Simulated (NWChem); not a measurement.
System: C2H5FSi2; SMILES FC1=C[SiH2][SiH2]1

The following NWChem deck was run.

```
start job
memory heap 200 mb stack 900 mb global 1100 mb
geometry units angstroms noautoz
  F      0.367817    -2.326469     0.000000
  C      0.260649    -0.983079     0.000000
  C      1.319869    -0.143932     0.000000
  Si     0.501924     1.551482     0.000000
  Si    -1.320002     0.072875     0.000000
  H      2.355950    -0.479294     0.000000
  H      0.754873     2.386422     1.206445
  H      0.754873     2.386422    -1.206445
  H     -2.175244    -0.092381     1.207095
  H     -2.175244    -0.092381    -1.207095
end
basis spherical
  F library def2-tzvpp
  C library def2-tzvpp
  Si library def2-tzvpp
  H library def2-tzvpp
end
dft
  xc pbe0
  iterations 150
  semidirect filesize 400000000
  mulliken
end
task dft energy
```

Geometry: optimised at B3LYP/6-31G* (spherical d).

Task: Give the results of this calculation. (PBE0/def2-TZVPP.) Quantities: basis functions; energy (Ha); highest occupied level (eV); orbital gap (eV); dipole (D).

Result: 
```
Property                      Result
---------------------------  -------
number of basis functions        247
energy (Ha)                  -757.66
highest occupied level (eV)    -7.90
orbital gap (eV)                7.23
dipole (D)                      1.11
```
